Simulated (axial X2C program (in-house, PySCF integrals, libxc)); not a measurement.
**Ω levels of MnNC from open-shell CI on d5 s1 p(π)0**

Computed with an in-house all-electron X2C program for linear molecules (integrals from PySCF): two-component X2C with atomic mean-field Coulomb and Gaunt terms, basis Mn dyall-v3z, N dyall-av3z, C dyall-v3z (cores contracted in-house). Orbitals come from Hartree–Fock averaged over the configuration Mn d5 s1 p(π)0; CI then distributes these electrons over the d, s, p(π) shells of Mn.

Mn–N–C held linear, bonds 2.000 and 1.170 Å (the second held) (near the minimum of the configuration average).

Lowest levels of this model:

| Ω | energy (cm⁻¹) | g∥ | μ (D) | configuration |
| --- | --- | --- | --- | --- |
| 0 | 0 | 0.00 | -4.44 | 100% d5 s1 |
| 1 | 0 | 4.00 | -4.44 | 100% d5 s1 |
| 2 | 0 | 8.01 | -4.44 | 100% d5 s1 |
| 3 | 0 | 12.01 | -4.44 | 100% d5 s1 |
| 2 | 8532 | 8.01 | -4.77 | 98% d5 s1 |
| 1 | 8532 | 4.00 | -4.77 | 98% d5 s1 |
| 0 | 8532 | 0.00 | -4.77 | 98% d5 s1 |

g∥ is the magnitude of 2⟨Lz + ge Sz⟩ for the +Ω component. μ is positive if the C end is positive.

This point took 1.4 s on 1 thread of Intel(R) Xeon(R) 6975P-C (Granite Rapids), on a shared host.

Dynamic correlation is missing, so gaps between terms are too wide and other configurations may lie lower; the lowest level listed is that of this model, not necessarily the ground state. For d shells the ligand-field splittings (σ, π, δ) and their order can be off by a thousand cm⁻¹ or more. At most 4 roots were kept for each Ω > 0 (twice that for Ω = 0) within 3.2 eV of the lowest, so higher up levels can be missing between those listed; levels with Ω > 0 are doubly degenerate and listed once, Ω = 0 levels singly. States that fill the shells left empty in the average are placed too high. The molecule was held linear; bending was not examined.
